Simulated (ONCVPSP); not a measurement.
What one change does to a pseudopotential (Ru, ONCV)

ONCVPSP 4.0.1 input, shortened (lines: element, Z, core and valence counts, functional; n l f; lmax; l rc ep ncon nbas qcut; lloc lpopt rc5 dvloc0; l nproj debl; icmod fcfact rcfact), PBE, scalar-relativistic:

```
  Ru 44.00    6    3        4      upf
    1    0    2.00
    2    0    2.00
    2    1    6.00
    3    0    2.00
    3    1    6.00
    3    2   10.00
    4    0    2.00
    4    1    6.00
    4    2    5.00
    2
    0    1.50    0.00    4    8    6.70
    1    1.25    0.00    4    8    7.90
    2    1.90    0.00    4    8    7.30
    4    5    1.20    1.00
    0    1    3.90
    1    2    1.10
    2    2    3.20
    2    0.50    0.80
```

In the p channel the program set the typed energies aside and used -2.967, 0.250 Ha.

Change: s: rc 1.72.

Cutoffs: the cutoffs (Ha) at which the residual kinetic energy of the hardest occupied pseudo-wave falls to 1 and 0.1 mHa per electron; they do not see the model core or the augmentation charge, which bear on the density cutoff. Errors are all-electron minus pseudo energies relative to the spin-unpolarised reference configuration.

**Question.** Predict the effect on cutoff, ghosts and configuration errors.

**Answer.** The potential gets neither clearly harder nor softer (30 Ha and 110 Ha → 30 Ha and 110 Ha); the p channel sets the loose cutoff, while the largest relative change is in s, which becomes softer; the number of tests with a reliable result goes from 4 to 3; the errors of the 3 common tests hardly move; neither file shows a bound ghost.

```csv
quantity,base,changed
"cutoff, loose",30 Ha,30 Ha
"cutoff, tight",110 Ha,110 Ha
loose cutoff by channel,"s 20 Ha, p 30 Ha, d 21 Ha","s 16 Ha, p 30 Ha, d 21 Ha"
bound ghosts,none,none
GHOST(+) flags under 300 eV,none,none
tests with a reliable result,4 of 4,3 of 4
"error for 4s2 4p6 4d7, meV [ΔE -48.81 eV]",+19,+20
"error for 4s2 4p6 4d6, meV [ΔE -30.62 eV]",+9.5,+9.9
"error for 4s2 4p6 4d4, meV [ΔE 44.51 eV]",+14,+15
p: phases at 1.27 bohr within 0.05 rad from the reference energy up to (Ha; the scan ends near 5),to the end of the scan,to the end of the scan
d: phases at 1.93 bohr within 0.05 rad from the reference energy up to (Ha; the scan ends near 5),to the end of the scan,to the end of the scan
"rms error of d²Exc/dni dnj with the model core, mHa",1.55,2.21
```
